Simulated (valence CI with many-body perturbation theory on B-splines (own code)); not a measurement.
**Kr30+: electric-dipole lines**

Computed by configuration interaction combined with many-body perturbation theory (CI+MBPT): four valence electrons over a frozen Dirac-Fock core [He], radial functions for each j: 11 s, 11 p, 10 d, 8 f, 5 g, 2 h, with the one-electron correlation potential Σ1, the two-electron term Σ2, the three-electron term Σ3, Breit, model QED; selected CI, second order for the rest, scaled by the run's own slope (own B-spline code, finite nucleus).

No measured spectrum was set against this ion. As an estimate, large intervals hold to a few tenths of a per cent, small ones and those within an open d or f shell to about a per cent. Among the levels kept, up to 1100 cm⁻¹ of a level comes from second order outside the variational space, and about a tenth of that is noise between levels of different J, which matters for small intervals.

Lines 101 to 150 of 540 in falling wavelength, among levels below 2431.0 eV, chosen from the strongest by gf and those to the six lowest levels. Wavelengths and rates use the calculated energies. Electric multipoles are in the length gauge, E1 and E2 with the static RPA response of the core. Weak lines are less certain than strong ones. Lines between different terms over intervals too small for the method are left out, as are lines whose strength nearly cancels. Where a level lies close to another of its J and parity, the split of strength between their lines is uncertain. The highest levels of a list are the least certain.

Levels are named by their leading jj configuration (3d3/2^4 stands for four electrons in 3d with j = 3/2), which in mixed levels can hold well under half, so a name can repeat and another be missing. Letters in brackets count levels of one name in rising energy.

```
λ vac (Å)                           Upper                           Lower   A (s⁻¹)  S (a.u.)
    231.7      (2s 2p3/2^2 3p3/2) J=2 [b]         (2s 2p3/2^2 3s) J=1 [a]  3.66e+09  1.12e-01
    231.5      (2s 2p3/2^2 3d3/2) J=1 [a]      (2s 2p3/2^2 3p1/2) J=2 [a]  4.02e+09  7.39e-02
    230.7  (2s 2p1/2 2p3/2 3d3/2) J=2 [a]  (2s 2p1/2 2p3/2 3p1/2) J=1 [a]  2.67e+09  8.09e-02
    230.4  (2s 2p1/2 2p3/2 3d3/2) J=1 [a]  (2s 2p1/2 2p3/2 3p1/2) J=1 [a]  3.98e+09  7.20e-02
    229.1          (2s^2 2p1/2 3d3/2) J=2          (2s^2 2p1/2 3p1/2) J=1  5.01e+09  1.49e-01
    227.9       (2p1/2^2 2p3/2 3p3/2) J=2      (2s 2p3/2^2 3p1/2) J=1 [a]  2.23e+09  6.51e-02
    225.5          (2s 2p1/2^2 3p3/2) J=2             (2s 2p1/2^2 3s) J=1  8.44e+09  2.39e-01
    225.5  (2s 2p1/2 2p3/2 3p3/2) J=2 [c]     (2s 2p1/2 2p3/2 3s) J=1 [b]  3.90e+09  1.10e-01
    223.9          (2s^2 2p1/2 3p3/2) J=1             (2s^2 2p1/2 3s) J=0  5.09e+09  8.47e-02
    223.8   (2p1/2 2p3/2^2 3p3/2) J=1 [b]      (2p1/2 2p3/2^2 3s) J=2 [b]  3.96e+09  6.58e-02
    223.3          (2s^2 2p1/2 3p3/2) J=2             (2s^2 2p1/2 3s) J=1  8.07e+09  2.22e-01
    222.5      (2s 2p3/2^2 3p3/2) J=2 [b]  (2s 2p1/2 2p3/2 3d5/2) J=1 [b]  2.87e+09  7.79e-02
    220.1      (2s 2p3/2^2 3p3/2) J=2 [c]         (2s 2p3/2^2 3s) J=1 [b]  6.07e+09  1.59e-01
    219.8  (2s 2p1/2 2p3/2 3p3/2) J=1 [d]         (2s 2p1/2 2p3/2 3s) J=0  5.09e+09  8.00e-02
    217.3      (2s 2p3/2^2 3p3/2) J=2 [a]         (2s 2p3/2^2 3s) J=2 [a]  5.88e+09  1.49e-01
    211.9          (2s^2 2p3/2 3p3/2) J=2             (2s^2 2p3/2 3s) J=1  5.79e+09  1.36e-01
    207.7       (2p1/2^2 2p3/2 3p3/2) J=2          (2p1/2^2 2p3/2 3s) J=2  3.44e+09  7.60e-02
    203.8  (2s 2p1/2 2p3/2 3p3/2) J=1 [c]     (2s 2p1/2 2p3/2 3s) J=1 [b]  8.31e+09  1.04e-01
    200.4  (2s 2p1/2 2p3/2 3p3/2) J=2 [a]     (2s 2p1/2 2p3/2 3s) J=2 [a]  3.33e+09  6.61e-02
    194.2  (2s 2p1/2 2p3/2 3p3/2) J=3 [b]         (2s 2p1/2 2p3/2 3s) J=3  4.61e+09  1.17e-01
    186.9      (2s 2p3/2^2 3p3/2) J=1 [c]         (2s 2p3/2^2 3s) J=1 [b]  1.12e+10  1.08e-01
    184.5      (2s 2p3/2^2 3p3/2) J=2 [a]             (2s 2p3/2^2 3s) J=3  3.97e+09  6.15e-02
    171.3          (2s^2 2p3/2 3p3/2) J=0             (2s^2 2p3/2 3s) J=1  2.05e+10  5.10e-02
    148.5       (2p1/2 2p3/2^2 3p1/2) J=3      (2s 2p3/2^2 3p1/2) J=2 [b]  5.87e+09  6.64e-02
    143.6          (2s 2p1/2^2 2p3/2) J=2          (2s^2 2p1/2 2p3/2) J=2  5.93e+08  4.33e-03
    133.9          (2p1/2 2p3/2^2 3s) J=3         (2s 2p3/2^2 3s) J=2 [b]  1.00e+10  8.31e-02
    128.5          (2s 2p1/2^2 2p3/2) J=2          (2s^2 2p1/2 2p3/2) J=1  1.20e+09  6.26e-03
    117.7          (2s 2p1/2 2p3/2^2) J=3              (2s^2 2p3/2^2) J=2  3.62e+09  2.04e-02
    99.84       (2p1/2 2p3/2^2 3p3/2) J=2      (2s 2p3/2^2 3p3/2) J=3 [a]  1.11e+10  2.72e-02
    99.63   (2p1/2 2p3/2^2 3p3/2) J=3 [a]          (2s 2p3/2^2 3p3/2) J=4  1.02e+10  3.50e-02
    97.62      (2s 2p1/2 2p3/2^2) J=1 [b]              (2s^2 2p3/2^2) J=0  2.95e+09  4.07e-03
    97.54       (2p1/2 2p3/2^2 3p1/2) J=3          (2s 2p3/2^2 3p1/2) J=3  1.50e+10  4.79e-02
    96.39      (2p1/2 2p3/2^2 3s) J=2 [a]             (2s 2p3/2^2 3s) J=3  1.26e+10  2.79e-02
    95.04          (2s 2p1/2^2 2p3/2) J=1          (2s^2 2p1/2 2p3/2) J=2  3.11e+09  3.95e-03
    91.56      (2p1/2 2p3/2^2 3s) J=2 [b]         (2s 2p3/2^2 3s) J=2 [a]  2.84e+10  5.38e-02
    90.94   (2p1/2 2p3/2^2 3p3/2) J=3 [b]      (2s 2p3/2^2 3p3/2) J=3 [a]  1.54e+10  4.00e-02
    90.67       (2p1/2 2p3/2^2 3p3/2) J=4          (2s 2p3/2^2 3p3/2) J=4  1.93e+10  6.40e-02
    89.71       (2p1/2^2 2p3/2 3d5/2) J=3  (2s 2p1/2 2p3/2 3d5/2) J=4 [b]  1.95e+10  4.87e-02
    88.35       (2p1/2^2 2p3/2 3p3/2) J=2  (2s 2p1/2 2p3/2 3p3/2) J=3 [b]  2.02e+10  3.44e-02
    88.01       (2p1/2^2 2p3/2 3p1/2) J=2      (2s 2p1/2 2p3/2 3p1/2) J=3  1.93e+10  3.24e-02
    87.91   (2p1/2 2p3/2^2 3p3/2) J=3 [a]  (2s 2p1/2 2p3/2 3p3/2) J=2 [d]  1.34e+10  3.14e-02
    87.75          (2p1/2 2p3/2^2 3s) J=3             (2s 2p3/2^2 3s) J=3  2.02e+10  4.71e-02
    87.66       (2p1/2^2 2p3/2 3d3/2) J=3      (2s 2p1/2 2p3/2 3d3/2) J=4  2.29e+10  5.34e-02
    87.42       (2p1/2^2 2p3/2 3p3/2) J=3      (2s 2p1/2 2p3/2 3p3/2) J=4  2.47e+10  5.70e-02
    86.95             (2p1/2 2p3/2^3) J=2                (2s 2p3/2^3) J=2  4.09e+10  6.64e-02
    86.74       (2p1/2^2 2p3/2 3d5/2) J=4      (2s 2p1/2 2p3/2 3d5/2) J=5  2.79e+10  8.10e-02
    85.81          (2p1/2^2 2p3/2 3s) J=2         (2s 2p1/2 2p3/2 3s) J=3  2.50e+10  3.89e-02
    85.39      (2p1/2 2p3/2^2 3s) J=2 [a]     (2s 2p1/2 2p3/2 3s) J=1 [c]  2.84e+10  4.37e-02
    83.75          (2s 2p3/2^2 3d5/2) J=5          (2s^2 2p3/2 3d5/2) J=4  9.86e+09  3.14e-02
    83.44             (2s 2p3/2^2 3s) J=3             (2s^2 2p3/2 3s) J=2  1.96e+10  3.92e-02
```
